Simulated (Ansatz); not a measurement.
Z-matrix (Å, degrees):
```
Si
F 1 1.599
C 1 1.877 2 115.4
C 1 1.880 2 113.9 3 84.4
N 1 1.692 2 104.1 3 -137.0
O 3 1.444 1 89.6 2 104.3
H 3 1.094 1 118.8 2 -9.3
H 3 1.097 1 116.9 2 -142.2
H 4 1.094 1 118.8 2 7.4
H 4 1.097 1 117.0 2 140.6
H 5 1.005 1 124.3 2 178.3
H 5 1.006 1 122.1 2 -8.9
```

Total charge 0; spin multiplicity 1.

Question: List the B3LYP/def2-TZVPP orbital energies in eV (the Gaussian-basis code of Ansatz). (Estimate.)

Answer: Computed: Occupied: -1799.86, -671.37, -520.53, -389.40, -277.54, -277.52, -144.25, -99.63, -99.54, -99.53, -32.35, -28.01, -23.60, -19.00, -17.41, -14.80, -14.08, -13.20, -12.95, -12.43, -12.36, -11.85, -11.52, -10.99, -8.74, -8.06, -7.41, -7.09. Lowest empty: 0.33, 0.69, 1.27, 1.61, 1.89, 2.06, 2.85, 2.98.

B3LYP here is the variant with VWN-RPA as its local correlation; programs differ in this.
